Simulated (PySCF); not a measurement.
Members of one series of related molecules.

All values: CAM-B3LYP/def2-SVPD (PySCF) at GFN2-xTB geometries, gas phase, one conformer each. Core orbitals are frozen in the response; Δα² is half the sum of the squared differences of the principal polarisabilities.

Task: Rank by dipole moment, highest first.
A. `[CH2:1]=[C:2]([CH2:3][CH3:4])[C:5](=[O:6])[Cl:7]` with C1–C2–C3–C4 102°, C1–C2–C5–O6 177°
B. `[CH2:1]=[C:2]([O:3][CH3:4])[C:5](=[O:6])[Cl:7]` with C1–C2–O3–C4 0°, C1–C2–C5–O6 0°
C. `[CH2:1]=[C:2]([F:3])[C:4](=[O:5])[Cl:6]` with C1–C2–C4–O5 0°

Result: B (4.25 D), A (3.32 D), C (2.39 D).

Task: Rank by mean static polarisability, highest first.
A. `C=C(CC)C(=O)Cl`
B. `C=C(OC)C(=O)Cl`
C. `C=CC(=C)C(=O)Cl`
D. `C=C(C(=O)Cl)C(C)C`
E. `C=C(F)C(=O)Cl`
F. `C=C(Cl)C(=O)Cl`

Result: D (13.11 Å³), C (11.75 Å³), A (11.47 Å³), B (10.54 Å³), F (9.87 Å³), E (8.22 Å³).

All values together:

```json
{"SMILES": "C=C(C(=O)Cl)C(C)C", "formula": "C6H9ClO", "μ (D)": "3.31", "HOMO (eV)": "-9.62", "LUMO (eV)": "-1.00", "α (Å³)": "13.11", "Δα (Å³)": "4.45", "electrons": "70", "α per electron (Å³)": "0.187"}
{"SMILES": "C=C(OC)C(=O)Cl", "formula": "C4H5ClO2", "μ (D)": "4.25", "HOMO (eV)": "-8.94", "LUMO (eV)": "-1.01", "α (Å³)": "10.54", "Δα (Å³)": "5.28", "electrons": "62", "α per electron (Å³)": "0.170"}
{"SMILES": "C=C(CC)C(=O)Cl", "formula": "C5H7ClO", "μ (D)": "3.32", "HOMO (eV)": "-9.71", "LUMO (eV)": "-1.13", "α (Å³)": "11.47", "Δα (Å³)": "4.51", "electrons": "62", "α per electron (Å³)": "0.185"}
{"SMILES": "C=C(Cl)C(=O)Cl", "formula": "C3H2Cl2O", "μ (D)": "2.43", "HOMO (eV)": "-9.65", "LUMO (eV)": "-1.59", "α (Å³)": "9.87", "Δα (Å³)": "5.56", "electrons": "62", "α per electron (Å³)": "0.159"}
{"SMILES": "C=CC(=C)C(=O)Cl", "formula": "C5H5ClO", "μ (D)": "3.19", "HOMO (eV)": "-8.78", "LUMO (eV)": "-1.37", "α (Å³)": "11.75", "Δα (Å³)": "7.66", "electrons": "60", "α per electron (Å³)": "0.196"}
{"SMILES": "C=C(F)C(=O)Cl", "formula": "C3H2ClFO", "μ (D)": "2.39", "HOMO (eV)": "-10.08", "LUMO (eV)": "-1.55", "α (Å³)": "8.22", "Δα (Å³)": "5.37", "electrons": "54", "α per electron (Å³)": "0.152"}
```

Conformers: `[CH2:1]=[C:2]([C:3](=[O:4])[Cl:5])[CH:6]([CH3:7])[CH3:8]` with C1–C2–C3–O4 160°, C1–C2–C6–C7 108°; `[CH2:1]=[C:2]([O:3][CH3:4])[C:5](=[O:6])[Cl:7]` with C1–C2–O3–C4 0°, C1–C2–C5–O6 0°; `[CH2:1]=[C:2]([CH2:3][CH3:4])[C:5](=[O:6])[Cl:7]` with C1–C2–C3–C4 102°, C1–C2–C5–O6 177°; `[CH2:1]=[C:2]([Cl:3])[C:4](=[O:5])[Cl:6]` with C1–C2–C4–O5 0°; `[CH2:1]=[CH:2][C:3](=[CH2:4])[C:5](=[O:6])[Cl:7]` with C1–C2–C3–C4 180°, C2–C3–C5–O6 0°; `[CH2:1]=[C:2]([F:3])[C:4](=[O:5])[Cl:6]` with C1–C2–C4–O5 0°.

Task: How closely does the mean polarisability follow the number of electrons in this set?

Result: The correlation coefficient is 0.86; α per electron runs from 0.152 to 0.196 Å³.
